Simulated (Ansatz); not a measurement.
Single points on Si2GeH8⁻, that is n-GeSiSiH8 with one electron more.

```yaml
crystal:
  periodic: [false, false, false]
  atoms:
    - {symbol: Ge, position_ang: [1.845448, -0.642272, 0.252195]}
    - {symbol: Si, position_ang: [0.031467, 0.348701, -0.930811]}
    - {symbol: Si, position_ang: [-1.885367, 0.392132, 0.420203]}
    - {symbol: H, position_ang: [1.524587, -2.109724, 0.582304]}
    - {symbol: H, position_ang: [2.090465, 0.103819, 1.574985]}
    - {symbol: H, position_ang: [3.140920, -0.601060, -0.574388]}
    - {symbol: H, position_ang: [0.402824, 1.745239, -1.323289]}
    - {symbol: H, position_ang: [-0.243884, -0.429546, -2.179754]}
    - {symbol: H, position_ang: [-3.040542, 1.015288, -0.297225]}
    - {symbol: H, position_ang: [-1.607392, 1.179735, 1.661182]}
    - {symbol: H, position_ang: [-2.258527, -1.002302, 0.814587]}
basis:
  gaussian: {orbitals: def2-TZVPD, initial_orbitals: start.molden}
total_charge: -1
magnetization: {spin_polarized: true, initial_magnetization: 1}
hamiltonian: {xc: pbe, dispersion: d4}
scf: {omitted_lower_state_checks: [starts]}
output: {orbitals: {seedname: orbitals}}
```

The file start.molden holds the orbitals of an earlier run on this structure, at another level or in another basis.

```sh
$ ansatz run in.yaml --threads 4 --pin off --events-out ev --progress --plain --max-ram 3916MiB
```

It prints (some lines left out):

```
Functional definition: PBE
1331 factors; their error is unknown
mean field evaluation 1: about -72385.9624 eV, gradient 8.4e0 eV
mean field evaluation 2: about -72386.0822 eV, gradient 1.8e-1 eV
mean field evaluation 4: about -72386.0638 eV, gradient 6.4e-2 eV
mean field evaluation 8: about -72386.0639 eV, gradient 2.3e-5 eV
mean field evaluation 16: about -72386.0639 eV, gradient 2.7e-5 eV
mean field -72386.06389433 eV, -2660.1387830804 hartree, gradient 2.4e-6 eV, S^2 0.751054; 0 other end points of the search recorded, 0 dependent functions left out
reference -72386.06396477 eV, -2660.1387856689 hartree; 35, 34 occupied and 177, 178 virtual orbitals, 1331 factors
Total energy: -72386.35490243 eV, -2660.1494774306 hartree
Checks for a lower state left out: starts
```

Hardware: 4 threads of Arm Neoverse V2 on a shared host. Wall time 12 s, peak host memory 0.63 GiB.

First input, but with `hamiltonian: {xc: r2scan, dispersion: d4}` (abridged; 31 s):

```
Functional definition: r2SCAN
mean field evaluation 16: about -72401.3649 eV, gradient 2.3e-5 eV
mean field -72401.36485838 eV, -2660.7010831376 hartree, gradient 9.7e-6 eV, S^2 0.754485
Total energy: -72401.43771111 eV, -2660.7037604263 hartree
Checks for a lower state left out: starts
```

The first input with `hamiltonian: {xc: pbe0, dispersion: d4}` (abridged; 19 s):

```
Functional definition: PBE0
mean field evaluation 16: about -72389.2071 eV, gradient 1.4e-5 eV
mean field -72389.20712458 eV, -2660.2542946612 hartree, gradient 4.1e-6 eV, S^2 0.752425
Total energy: -72389.45763000 eV, -2660.2635005657 hartree
Checks for a lower state left out: starts
```

Geometry: r2SCAN-D4/def2-SVP, that of the neutral singlet.

At PBE-D4/def2-TZVPD, r2SCAN-D4/def2-TZVPD, PBE0-D4/def2-TZVPD the highest occupied level of the charge -1 doublet lies above zero (up to 2.49 eV). By energy differences it is unbound by 0.92 eV (vertical, to the charge 0 singlet, at r2SCAN-D4/def2-TZVPD) and held by the finite basis. At PBE-D4/def2-TZVPD the gap within one spin of the charge -1 doublet nearly closes, so an electron or hole may be smeared out by delocalisation error.
